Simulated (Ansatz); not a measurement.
Consider the formal exchange of groups at a C–C bond: `C[CH](F)[ZnH]` + SiH₄ → `F[CH]([SiH3])[ZnH]` + CH₄.

Computed with Ansatz on PBE0-D4/def2-TZVP structures; ΔE is electronic, products minus reactants. CCSD(T)/CBS is the MP2 limit (def2-TZVPP, def2-QZVPP) plus CCSD(T) − MP2 in def2-TZVPP, frozen cores. This one scheme is used for every species. Functionals use def2-TZVPP. For Zn outer-core shells are correlated without core-valence functions, which leaves a few kJ/mol of doubt a bond. Scalar relativity is left out up to krypton.

```
             level  ΔE (kJ/mol)  difference from CCSD(T)/CBS
         r2SCAN-D4        -34.2                         -2.2
           PBE0-D4        -32.6                         -0.6
            r2SCAN        -33.7                         -1.7
     HF/def2-TZVPP        -23.8                          8.2
    MP2/def2-TZVPP        -31.2                          0.8
SCS-MP2/def2-TZVPP        -28.4                          3.6
   CCSD/def2-TZVPP        -28.0                          4.0
CCSD(T)/def2-TZVPP        -29.2                          2.8
     MP2/CBS(def2)        -34.0                         -2.0
    CCSD/CBS(def2)        -30.8                          1.2
       CCSD(T)/CBS        -32.0                            0
```

Largest T1 diagnostic among the species: 0.015.

In def2-TZVPP, CCSD(T) changes the Hartree–Fock value by −5.4 kJ/mol (the triples alone add −1.2 kJ/mol) and MP2 by −7.4 kJ/mol. The D4 term adds −3.0 kJ/mol with B3LYP and −1.7 kJ/mol with PBE0; it sums over pairs of atoms, weighted by their polarisabilities, and B3LYP, whose exchange is more repulsive, gets the larger term.

B3LYP here is the variant with VWN-RPA as its local correlation; programs differ in this.
